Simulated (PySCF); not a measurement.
Frontier orbitals and the lowest excitations

Species: perfluoropropionyl chloride, C3ClF5O.
Z-matrix (Å and degrees, PBE0-D3(BJ)/def2-SVP geometry), rows numbered from 1:
```
O 
C   1  1.1792
Cl  2  1.7471  1  124.35
C   2  1.5488  1  122.69  3  -179.63
F   4  1.3335  2  107.79  1   -21.22
F   4  1.3354  2  110.68  1  -140.89
C   4  1.5464  2  112.43  1    97.54
F   7  1.3260  4  109.46  2   -54.35
F   7  1.3214  4  109.71  2  -174.21
F   7  1.3247  4  110.25  2    65.54
```

The calculation used TDDFT B3LYP/def2-SVPD, vertical, gas phase, core orbitals frozen in the response (PySCF).

Kohn–Sham orbitals with the atoms that hold most of them (Löwdin shares over 4%, at most four atoms; ? is withheld):

```csv
orbital,ε (eV),atoms
LUMO+2,0.36,"Cl3 17%, C7 14%, C2 12%, C4 10%"
LUMO+1,-0.49,"Cl3 57%, C2 24%, C4 6%, O1 6%"
LUMO,-2.86,?
HOMO,-9.41,?
HOMO-1,-9.95,"Cl3 75%, C2 8%, C4 5%"
HOMO-2,-10.10,"Cl3 73%, O1 15%, C2 10%"
HOMO-3,-11.57,"F5 15%, F6 13%, C4 13%, C7 12%"
```

**Question.** Which atoms hold the LUMO, and with what shares?

**Answer.** C2 (bonded to C, Cl and O) 39%; O1 (bonded to C) 33%; Cl3 (bonded to C) 13%; C4 (bonded to 2 C and 2 F) 6%. By element: carbon 45% or more, oxygen 33%, chlorine 13%.

**Question.** Give the leading atoms of the HOMO.

**Answer.** O1 (bonded to C) 53%; Cl3 (bonded to C) 22%; C2 (bonded to C, Cl and O) 8%; C4 (bonded to 2 C and 2 F) 7%. By element: oxygen 53%, chlorine 22%, carbon 15% or more.

**Question.** How does S1 compare with the orbital gap of 6.55 eV?

**Answer.** S1 is at 4.78 eV (f = 0.0009), 1.77 eV below the gap, made of HOMO→LUMO (98%). Without the coupling terms of the response equations the lowest excitation would equal the gap.

**Question.** Give energy, strength and leading configuration of S1, S2, S3 and S6, and follow the Löwdin shares of the leading atoms from the occupied to the empty orbital.

**Answer.** 
- S1 (4.78 eV, f 0.0009), HOMO→LUMO (98%): O1 53% → 33%, Cl3 22% → 13%, C2 8% → 39%; low, almost dark, from the terminal oxygen into the C=O bond, the pattern of n→π*
- S2 (5.76 eV, f 0.0008), HOMO-1→LUMO (100%): Cl3 75% → 13%, C2 8% → 39%, O1 at most 4% → 33%
- S3 (6.45 eV, f 0.035), HOMO-2→LUMO (86%): Cl3 73% → 13%, O1 15% → 33%, C2 10% → 39%
- S6 (8.21 eV, f 0.0018), HOMO-2→LUMO+1 (97%): Cl3 73% → 57%, O1 15% → 6%, C2 10% → 24%

Löwdin shares depend on the basis, the more so with diffuse functions.

Hardware: an Arm Neoverse V1 with one thread, no GPU, shared host with 32 logical CPUs at a one-minute load of 28. Cost: 69 s wall (with the writing of density and orbital grids), 1.0 GiB resident at most.

One conformer stands for the species.
